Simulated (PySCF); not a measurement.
CH3Be, doublet, geometry from GFN2-xTB (such geometries of metal compounds can be far from the true shape) (the spin is typed, not shown lowest); PBE/6-311G** (PySCF).

Input for PySCF:
```python
from pyscf import gto, scf, dft

mol = gto.M(
    atom='''
Be   -0.908177   -0.557779   -0.751705
C     0.303123    0.186171    0.250898
H     0.872687   -0.530367    0.845757
H    -0.107342    0.896662    0.970902
H     1.048623    0.747798   -0.315222
''',
    basis='6-311g**',
    charge=0,
    spin=1,
    verbose=5,
)

mf = dft.UKS(mol)
mf.xc = 'pbe'
mf.kernel()
```

Output, abridged:

```
PySCF version 2.14.0

[INPUT] verbose = 5
[INPUT] max_memory = 4000
[INPUT] num. atoms = 5
[INPUT] num. electrons = 13
[INPUT] charge = 0
[INPUT] spin (= nelec alpha-beta = 2S) = 1
[INPUT] symmetry False subgroup None
[INPUT] Mole.unit = angstrom
[INPUT] Symbol           X                Y                Z      unit          X                Y                Z       unit  Magmom
[...]
[INPUT] ---------------- BASIS SET ----------------
[INPUT] l, kappa, [nprim/nctr], expnt,             c_1 c_2 ...
[INPUT] H
[...]
                                5.09479           0.190373
                                1.15879           0.852161
[...]
[INPUT] C
[...]
                                682.024           0.0152306
                                154.973           0.0761269
                                44.4553           0.260801
                                13.029            0.616462
                                1.82773           0.221006
[...]
                                4.80331           0.919999
                                1.45933           -0.00303068
[...]
                                4.80331           0.237594
                                1.45933           0.815854
[...]
[INPUT] Be
[...]
                                251.715           0.0175938
                                57.4116           0.0863315
                                16.5171           0.281835
                                4.85364           0.640594
                                0.626863          0.144467
[...]
                                1.74075           0.927301
                                0.485816          -0.00297169
[...]
                                1.74075           0.216958
                                0.485816          0.841839
[...]
nuclear repulsion = 19.5953875039045
number of shells = 28
number of NR pGTOs = 86
number of NR cGTOs = 54
basis = 6-311g**
ecp = {}

******** <class 'pyscf.dft.uks.UKS'> ********
method = UKS
initial guess = minao
damping factor = 0
level_shift factor = 0
DIIS = <class 'pyscf.scf.diis.CDIIS'>
diis_start_cycle = 1
diis_space = 8
diis_damp = 0
SCF conv_tol = 1e-09
SCF conv_tol_grad = None
SCF max_cycles = 50
direct_scf = True
direct_scf_tol = 1e-13
number electrons alpha = 7  beta = 6
XC library pyscf.dft.libxc version 7.1.2
    S. Lehtola, C. Steigemann, M. J. T. Oliveira, and M. A. L. Marques,  SoftwareX 7, 1–5 (2018)
XC functionals = pbe
    J. P. Perdew, K. Burke, and M. Ernzerhof,  Phys. Rev. Lett. 77, 3865 (1996)
    J. P. Perdew, K. Burke, and M. Ernzerhof,  Phys. Rev. Lett. 78, 1396 (1997)
    J. P. Perdew, K. Burke, and M. Ernzerhof,  Phys. Rev. Lett. 77, 3865 (1996)
    J. P. Perdew, K. Burke, and M. Ernzerhof,  Phys. Rev. Lett. 78, 1396 (1997)
radial grids:
    Treutler-Ahlrichs [JCP 102, 346 (1995); DOI:10.1063/1.469408] (M4) radial grids

becke partition: Becke, JCP 88, 2547 (1988); DOI:10.1063/1.454033
pruning grids: <function nwchem_prune>
grids dens level: 3
symmetrized grids: False
atomic radii adjust function: <function treutler_atomic_radii_adjust>
small_rho_cutoff = 0
Set gradient conv threshold to 3.16228e-05
atom Be rad-grids = 75, ang-grids = [ 50  50  50  50  50  50  50  50  50  50  50  50  50  50  50  50  50  50
  50  50  50  50  50  50  86  86  86  86  86  86  86  86  86  86 266 266
 266 266 266 266 302 302 302 302 302 302 302 302 302 302 302 302 302 302
 302 302 302 302 302 302 302 266 266 266 266 266 266 266 266 266 266 266
 266 266 266]
atom C rad-grids = 75, ang-grids = [ 50  50  50  50  50  50  50  50  50  50  50  50  50  50  50  50  50  50
  50  50  50  50  86  86  86  86  86  86  86  86  86  86 266 266 266 266
 266 266 302 302 302 302 302 302 302 302 302 302 302 302 302 302 302 302
 302 302 302 302 266 266 266 266 266 266 266 266 266 266 266 266 266 266
 266 266 266]
atom H rad-grids = 50, ang-grids = [ 50  50  50  50  50  50  50  50  50  50  50  50  50  50  50  86  86  86
  86 266 266 266 266 266 302 302 302 302 302 302 302 302 302 302 302 302
[...]
  0.89875579  1.04176369  1.16058589  1.16058839  1.42204408  1.47241609
  1.47241834  1.55923789  1.68229762  1.68230345  2.00522224  2.11117554
  2.11117939  2.27105536  2.36668008  2.36668537  2.44936043  2.44936449
  2.6923774   3.12830875  3.68766349  3.68767016  7.83858918 23.67357053]
multiplicity <S^2> = 0.75059426  2S+1 = 2.0005942
nelec by numeric integration = [6.99999489 5.99999528]
E1 = -110.85114718920931  E2 = 36.75014492658335  Ecoul = 46.022905901067254  Exc = -9.2727609744839
cycle= 7 E= -54.5056147587215  delta_E= -2.03e-08  |g|= 2.4e-05  |ddm|= 0.000328
  alpha mo_energy =
[-9.84634916 -3.86392869 -0.60840361 -0.34144174 -0.34144101 -0.2808385
 -0.16473872 -0.05957881 -0.0595781   0.03346258  0.09218074  0.09218145
  0.10403749  0.13938537  0.16532667  0.16532849  0.25086583  0.29403601
  0.29403957  0.41777096  0.46821087  0.4682115   0.55997205  0.55997356
  0.57443576  0.57443659  0.57618528  0.73844459  0.78592861  0.8786824
  0.87868277  0.98733623  1.15204605  1.15204849  1.4221207   1.47032353
  1.47032595  1.55250295  1.67829795  1.67830388  2.00221483  2.10795122
  2.10795514  2.26860187  2.36542077  2.36542606  2.44762609  2.44763022
  2.69112907  3.11841485  3.68557334  3.68558001  7.82162713 23.6715978 ]
  beta  mo_energy =
[-9.84467153 -3.85497474 -0.60600884 -0.34029304 -0.34029232 -0.27157243
 -0.08466149 -0.0256472  -0.02564625  0.04524716  0.09711792  0.09711875
  0.14656544  0.17867552  0.19009996  0.19010214  0.27069379  0.30455137
  0.30455494  0.43870707  0.50088274  0.50088333  0.57382644  0.57382853
  0.58087081  0.61631721  0.61631789  0.74204192  0.84049827  0.89876916
  0.89876961  1.04177763  1.16058902  1.16059152  1.42204275  1.47241836
  1.47242062  1.55924159  1.68229807  1.68230391  2.0052237   2.11117696
  2.11118081  2.27105621  2.36667887  2.36668416  2.44936179  2.44936586
  2.69237798  3.12831251  3.68766482  3.68767149  7.83861715 23.67357073]
multiplicity <S^2> = 0.75059471  2S+1 = 2.0005946
nelec by numeric integration = [6.99999489 5.99999528]
E1 = -110.85112500383539  E2 = 36.7501227406407  Ecoul = 46.02288116221696  Exc = -9.272758421576262
cycle= 8 E= -54.5056147592902  delta_E= -5.69e-10  |g|= 5.48e-06  |ddm|= 6.03e-05
  alpha mo_energy =
[-9.84635543 -3.86393434 -0.60840731 -0.34144456 -0.34144383 -0.28084186
 -0.16474069 -0.05958019 -0.05957948  0.03346165  0.0921797   0.09218042
  0.10403641  0.13938425  0.16532564  0.16532745  0.25086406  0.29403481
  0.29403838  0.41776895  0.46820929  0.46820991  0.55997028  0.55997179
  0.5744338   0.57443463  0.57618303  0.73844257  0.78592599  0.87867982
  0.87868018  0.98733401  1.15204376  1.1520462   1.42211948  1.47032085
  1.47032327  1.5524998   1.67829602  1.67830195  2.00221275  2.10794857
  2.10795249  2.26859934  2.36541943  2.36542472  2.44762263  2.44762676
  2.69112713  3.11840997  3.68556988  3.68557654  7.8216221  23.6715917 ]
  beta  mo_energy =
[-9.84467685 -3.85498091 -0.60601131 -0.34029531 -0.3402946  -0.27157532
 -0.08466396 -0.02564959 -0.02564864  0.04524604  0.09711683  0.09711765
  0.14656467  0.17867408  0.19009839  0.19010056  0.27069114  0.30454976
  0.30455332  0.43870525  0.50088019  0.50088078  0.57382445  0.57382653
  0.58086891  0.61631428  0.61631495  0.74204005  0.84049466  0.8987659
  0.89876635  1.04177465  1.16058675  1.16058925  1.42204075  1.47241637
  1.47241863  1.55923944  1.68229615  1.68230198  2.00522154  2.11117492
  2.11117877  2.27105403  2.366677    2.36668229  2.44935908  2.44936314
  2.69237582  3.12830926  3.68766221  3.68766888  7.83861135 23.67356573]
multiplicity <S^2> = 0.75059487  2S+1 = 2.0005948
nelec by numeric integration = [6.99999489 5.99999528]
E1 = -110.85117034256083  E2 = 36.75016807935389  Ecoul = 46.02293225031439  Exc = -9.2727641709605
Extra cycle  E= -54.5056147593024  delta_E= -1.22e-11  |g|= 6.12e-06  |ddm|= 1.27e-05
converged SCF energy = -54.5056147593024  <S^2> = 0.75059487  2S+1 = 2.0005948
```
